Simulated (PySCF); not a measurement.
**Question.** What does the PBE0-D3(BJ)/def2-SVP structure of `CCOc1ccccc1C` (2-methylphenetole) look like in three dimensions?

**Answer.** 
Z-matrix in Å and degrees, rows numbered from 1:
```
C 
C   1  1.5086
O   2  1.4070  1  108.06
C   3  1.3515  2  119.46  1  -179.98
C   4  1.3971  3  124.10  2     0.01
C   5  1.3967  4  119.83  3  -180.00
C   6  1.3892  5  120.37  4     0.00
C   7  1.3972  6  119.28  5     0.00
C   8  1.3926  7  121.78  6    -0.00
C   9  1.4974  4  119.32  3    -0.01
H   1  1.0996  2  110.40  3  -179.93
H   1  1.0997  2  110.60  3    59.97
H   1  1.0997  2  110.60  3   -59.84
H   2  1.1063  1  110.79  3   120.60
H   2  1.1063  1  110.79  3  -120.60
H   5  1.0901  4  120.68  3     0.00
H   6  1.0926  5  119.28  4   180.00
H   7  1.0919  6  120.53  5   180.00
H   8  1.0936  7  119.73  6   180.00
H  10  1.1015  9  111.10  4    58.89
H  10  1.1015  9  111.10  4   -59.08
H  10  1.0985  9  111.13  4   179.91
```

The C–O distances run from 1.352 Å (O3–C4, drawn single) to 1.407 Å (C2–O3, drawn single), a spread of 0.055 Å. The C–C distances run from 1.389 Å (C6–C7, aromatic) to 1.509 Å (C1–C2, drawn single), a spread of 0.120 Å. Of the pairs four or more bonds apart, C2···H16 is among the closest relative to their van der Waals radii: 2.53 Å, 87 % of the sum of Bondi's values. The 6-membered ring C4–C5–C6–C7–C8–C9 has internal angles of 118.1° to 121.8° (sum 720°, against 720° for a flat polygon); it is planar, 0.00 Å rms from its mean plane, widest ring torsion 0°.

Theory: PBE0-D3(BJ)/def2-SVP geometry optimisation, gas phase (PySCF 2.14.0).

Point group: Cs (every atom within 0.08 Å of its image). Not checked by PBE0-D3(BJ)/def2-SVP frequencies. One conformer, not necessarily the lowest (C1–C2–O3–C4 180°, C2–O3–C4–C5 0°).
